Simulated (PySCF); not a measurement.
# Boron: a sound run and one with changed settings

Sound run: B⁺ [He] 2s2, B²⁺ [He] 2s1. Calculation: PySCF 2.14, in x2c-TZVPall (5s3p2d1f, 31 functions); scalar relativity by spin-free X2C-1e. In the sound run the correlated levels freeze 1s2. The sound run starts from symmetry-adapted Hartree-Fock orbitals and uses a fine grid where one is needed.

Changed run: basis STO-3G, all-electron and non-relativistic. This setting is unsound on purpose.

| species | method | sound run (hartree) | changed run (hartree) | converged |
| --- | --- | --- | --- | --- |
| B⁺ | UHF | -24.24366 | -23.94847 | yes |
| B⁺ | LDA | -24.04319 | -23.74155 | yes |
| B⁺ | r2SCAN | -24.32160 | -24.02159 | yes |
| B⁺ | MP2 | -24.27910 | -23.97788 | yes |
| B⁺ | CCSD(T) | -24.30310 | -24.00944 | yes |
| B²⁺ | UHF | -23.38199 | -23.09922 | yes |
| B²⁺ | LDA | -23.14100 | -22.85280 | yes |
| B²⁺ | r2SCAN | -23.43008 | -23.14212 | yes |

Ionisation energy of B⁺:

```tsv
method	sound run (eV)	changed run (eV)
UHF	23.447	23.109
LDA	24.550	24.184
r2SCAN	24.260	23.932
MP2	24.412	23.909
SCS-MP2	24.604	24.070
CCSD	25.065	24.768
CCSD(T)	25.065	24.768
CCSDT	25.065	24.768
FCI	25.065	24.768
```

A minimal basis cannot let orbitals breathe on ionisation and holds almost no correlation. The Hamiltonian changed with the basis, so the totals do not compare.

For comparison, NIST gives 25.155 eV between the lowest levels.
